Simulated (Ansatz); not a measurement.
`S[CH2][GeH3]` and `F[CH2][GeH3]` differ in one atom or group.

Ansatz, PBE0-D4/def2-TZVP geometries, multiplicity 1. Each molecule was computed in one conformer, which needn't be the lowest.

Scalar relativity is left out up to krypton.

```
                                                                                  property  `S[CH2][GeH3]`
                                            zero-point energy (PBE0-D4/def2-TZVP) / kJ/mol           157.2
                                                         LUMO energy (PBE/def2-TZVPP) / eV           -0.79
                                                     HOMO–LUMO gap (B3LYP/def2-TZVPP) / eV            6.37
ideal-gas entropy at 298 K and 1 bar (rigid rotor, harmonic PBE0-D4/def2-TZVP) / J/(mol·K)             320
                                                        LUMO energy (PBE0/def2-TZVPP) / eV            0.10
                                                       HOMO–LUMO gap (PBE/def2-TZVPP) / eV            4.76
```

Problem. What does the change do to each property? (An estimate is asked.)

Solution. The calculation gave: 
```
                                                                                  property  `F[CH2][GeH3]`  shift
                                            zero-point energy (PBE0-D4/def2-TZVP) / kJ/mol           138.5  -18.7
                                                         LUMO energy (PBE/def2-TZVPP) / eV           -0.03   0.76
                                                     HOMO–LUMO gap (B3LYP/def2-TZVPP) / eV            8.77   2.40
ideal-gas entropy at 298 K and 1 bar (rigid rotor, harmonic PBE0-D4/def2-TZVP) / J/(mol·K)             302    -18
                                                        LUMO energy (PBE0/def2-TZVPP) / eV            0.78   0.68
                                                       HOMO–LUMO gap (PBE/def2-TZVPP) / eV            7.02   2.26
```

With PBE0 the HOMO falls by 1.75 eV and the LUMO rises by 0.68 eV, so the gap widens by about 2.43 eV. PBE moves the HOMO by -1.50 eV and ωB97M-V by -1.81 eV. The zero-point energy changes by -18.7 kJ/mol with -3 modes.

B3LYP here is the variant with VWN-RPA as its local correlation; programs differ in this.
